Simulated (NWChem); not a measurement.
System: C2H6F2Si; SMILES C[Si](C)(F)F

The following NWChem deck was run.

```
start job
memory heap 200 mb stack 900 mb global 1100 mb
geometry units angstroms noautoz
  C     -1.569166     0.000000     0.962682
  Si     0.000000     0.000000    -0.017377
  C      1.569166     0.000000     0.962682
  F      0.000000     1.291904    -0.999726
  F      0.000000    -1.291904    -0.999726
  H     -1.632630    -0.891437     1.605587
  H     -2.442249     0.000000     0.292372
  H     -1.632630     0.891437     1.605587
  H      2.442249     0.000000     0.292372
  H      1.632630    -0.891437     1.605587
  H      1.632630     0.891437     1.605587
end
basis spherical
  * library def2-svp
end
dft
  xc mn15
  grid xcoarse
  iterations 150
  mulliken
end
task dft gradient
```

Excerpt of the output:

```
             Northwest Computational Chemistry Package (NWChem) 7.3.0
             --------------------------------------------------------

 C2V symmetry detected

                             Geometry "geometry" -> ""
                             -------------------------

 Output coordinates in angstroms (scale by  1.889725989 to convert to a.u.)

  No.       Tag          Charge          X              Y              Z
 ---- ---------------- ---------- -------------- -------------- --------------
    1 C                    6.0000    -1.56916600     0.00000000     0.95626340
    2 Si                  14.0000     0.00000000     0.00000000    -0.02379560
    3 C                    6.0000     1.56916600     0.00000000     0.95626340
    4 F                    9.0000     0.00000000     1.29190400    -1.00614460
    5 F                    9.0000     0.00000000    -1.29190400    -1.00614460
    6 H                    1.0000    -1.63263000    -0.89143700     1.59916840
    7 H                    1.0000    -2.44224900     0.00000000     0.28595340
    8 H                    1.0000    -1.63263000     0.89143700     1.59916840
    9 H                    1.0000     2.44224900     0.00000000     0.28595340
   10 H                    1.0000     1.63263000    -0.89143700     1.59916840
   11 H                    1.0000     1.63263000     0.89143700     1.59916840

 Effective nuclear repulsion energy (a.u.)     254.4004811974

      Symmetry information
      --------------------

 Group name             C2v
 Group number             16
 Group order               4
 No. of unique centers     5

                                 NWChem DFT Module
                                 -----------------

 Summary of "ao basis" -> "ao basis" (spherical)
 ------------------------------------------------------------------------------
       Tag                 Description            Shells   Functions and Types
 ---------------- ------------------------------  ------  ---------------------
 C                          def2-svp                 6       14   3s2p1d
 Si                         def2-svp                 8       18   4s3p1d
 F                          def2-svp                 6       14   3s2p1d
 H                          def2-svp                 3        5   2s1p

      Symmetry analysis of basis
      --------------------------

        a1         38
        a2         15
        b1         27
        b2         24

            General Information
            -------------------
          SCF calculation type: DFT
          Wavefunction type:  closed shell.
          No. of atoms     :    11
          No. of electrons :    50
           Alpha electrons :    25
            Beta electrons :    25
          Charge           :     0
          Spin multiplicity:     1
          Use of symmetry is: on ; symmetry adaption is: on
          Maximum number of iterations: 150
          AO basis - number of functions:   104
                     number of shells:    50
          Convergence on energy requested:  1.00D-06
          Convergence on density requested:  1.00D-05
          Convergence on gradient requested:  5.00D-04

              XC Information
              --------------
                         MN15 Method XC Functional
                     Hartree-Fock (Exact) Exchange  0.440
                          MN15 Exchange Functional  1.000
                        MN15 Correlation Potential  1.000

             Grid Information
             ----------------
          Grid used for XC integration:  xcoarse
          Radial quadrature: Mura-Knowles
          Angular quadrature: Lebedev.
          Tag              B.-S. Rad. Rad. Pts. Rad. Cut. Ang. Pts.
          ---              ---------- --------- --------- ---------
          C                   0.70       21          10.0       194
          Si                  1.10       42           7.0       194
          F                   0.50       21          10.0       194
          H                   0.35       21          11.0       194
          Grid pruning is: on
          Number of quadrature shells:   126
          Spatial weights used:  Erf1

      Superposition of Atomic Density Guess
      -------------------------------------

 Sum of atomic energies:        -565.56886217

      Non-variational initial energy
      ------------------------------

 Total energy =    -567.544856
 1-e energy   =   -1288.204382
 2-e energy   =     466.259044
 HOMO         =      -0.375733
 LUMO         =       0.075425

      Symmetry analysis of molecular orbitals - initial
      -------------------------------------------------

  Numbering of irreducible representations:

     1 a1          2 a2          3 b1          4 b2

  Orbital symmetries:

[...]

                         DFT ENERGY GRADIENTS

    atom               coordinates                        gradient
                 x          y          z           x          y          z
   1 C      -2.965294   0.000000   1.807076   -0.002537   0.000000   0.001505
   2 Si      0.000000   0.000000  -0.044967    0.000000   0.000000  -0.000370
   3 C       2.965294   0.000000   1.807076    0.002537   0.000000   0.001505
   4 F       0.000000   2.441345  -1.901338    0.000000   0.004100  -0.002667
   5 F       0.000000  -2.441345  -1.901338   -0.000000  -0.004100  -0.002667
   6 H      -3.085223  -1.684572   3.021990   -0.000416  -0.001249   0.001050
   7 H      -4.615181   0.000000   0.540374   -0.001616   0.000000  -0.000754
   8 H      -3.085223   1.684572   3.021990   -0.000416   0.001249   0.001050
   9 H       4.615181   0.000000   0.540374    0.001616  -0.000000  -0.000754
  10 H       3.085223  -1.684572   3.021990    0.000416  -0.001249   0.001050
  11 H       3.085223   1.684572   3.021990    0.000416   0.001249   0.001050
```

Level: MN15/def2-SVP. Coordinates come from a PBE0/def2-SVP optimisation.
